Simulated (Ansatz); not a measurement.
C₂H₇ClGe, SMILES `[CH3][GeH]([CH3])[Cl]`, 11 atoms. The species carries charge 0 and has multiplicity 1. Correlated methods include outer-core shells of Ge, which these sets cover unevenly. Scalar relativity is left out up to krypton. All runs use 4 threads of a server CPU on a shared host. Correlated methods freeze the cores.

**Question.** How many basis functions does each run have, and how long does it take in Ansatz? direct RPA on PBE orbitals/def2-TZVPP energy; RHF-CCSD(T)/def2-SVP energy; RKS PBE0-D4/def2-SVP energy; RKS r2SCAN-D4/def2-TZVPP energy and forces; RKS ωB97M-V/def2-SVP energy; RKS r2SCANh-D4/def2-TZVPP energy; RKS PBE0-D4/def2-QZVPP energy; RHF-MP2/def2-QZVPP energy; RKS BHLYP-D4/def2-TZVPP energy; RKS ωB97M-V/def2-QZVPP energy; RKS SPW92/def2-TZVPP energy; RKS PBE0-D4/def2-TZVP relaxation (4 steps). (An estimate is asked.)

**Answer.** Ansatz gave: Other jobs shared the machine, so times are rough.

| level | job | functions | wall time | peak host memory (GiB) |
| --- | --- | --- | --- | --- |
| RKS SPW92/def2-TZVPP | energy | 250 | 1.2 s | 0.33 |
| RKS PBE0-D4/def2-SVP | energy | 113 | 1.2 s | 0.25 |
| RKS BHLYP-D4/def2-TZVPP | energy | 250 | 2.8 s | 0.75 |
| RKS r2SCANh-D4/def2-TZVPP | energy | 250 | 4.4 s | 0.72 |
| RKS r2SCAN-D4/def2-TZVPP | energy and forces | 250 | 4.6 s | 0.36 |
| RKS ωB97M-V/def2-SVP | energy | 113 | 4.6 s | 0.37 |
| direct RPA on PBE orbitals/def2-TZVPP | energy | 250 | 4.8 s | 0.58 |
| RHF-CCSD(T)/def2-SVP | energy | 113 | 5.5 s | 0.56 |
| RKS PBE0-D4/def2-QZVPP | energy | 483 | 9 s | 2 |
| RKS PBE0-D4/def2-TZVP | relaxation (4 steps) | 189 | 14 s | 0.53 |
| RKS ωB97M-V/def2-QZVPP | energy | 483 | 19 s | 2.3 |
| RHF-MP2/def2-QZVPP | energy | 483 | 22 s | 3 |
